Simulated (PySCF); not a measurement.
# WH₄ at several levels of theory

All levels use the PBE0 minimum (triplet; W–H 1.704 Å (×4); H–W–H 109.5° (×6)), basis [W def2-TZVP with ECP60, H def2-TZVP], scalar-relativistic core potentials, density fitting, no spin–orbit coupling, PySCF. For vertical energies the ionised species is a doublet (spins chosen at PBE0 and kept) and the electron-attached one a quartet. Atomisation goes to high-spin ground-configuration atoms, without zero-point energy. Open shells are unrestricted, also as the reference of the correlated levels. A dash marks a value that was not computed or is not defined at that level.

| level | atomisation (kJ/mol) | vertical IP (eV) | vertical EA (eV) | −ε(HOMO) (eV) |
| --- | --- | --- | --- | --- |
| CCSD(T) | 1121 | 8.71 | 0.13 | – |
| HF | 812 | 8.71 | -0.19 | 11.01 |
| MP2 | 1070 | 8.77 | 0.19 | – |
| PBE0 | 1165 | 8.97 | 0.25 | 6.75 |
| PBE | 1192 | 8.82 | 0.17 | 5.23 |
| B3LYP | 1200 | 8.91 | 0.20 | 6.39 |
| r2SCAN | 1190 | 9.03 | 0.20 | 5.78 |
| wB97X | 1189 | 8.91 | 0.22 | 9.19 |

For WH₄ itself CCSD(T) correlates 18 electrons; T1 = 0.026, D1 = 0.069, (T) = -30 kJ/mol.

**Question.** Which levels differ least and most from CCSD(T) in the atomisation?

**Answer.** Least: PBE0 (+44 kJ/mol); most: HF (-309 kJ/mol). CCSD(T) atomisation energies in a triple-zeta basis lie tens of kJ/mol low, so this is no ranking by accuracy.

Without diffuse functions attachment energies tend to come out too low.

Other spin states or occupations of the open shell can lie lower. No spin–orbit coupling is included, which matters more the heavier the element.
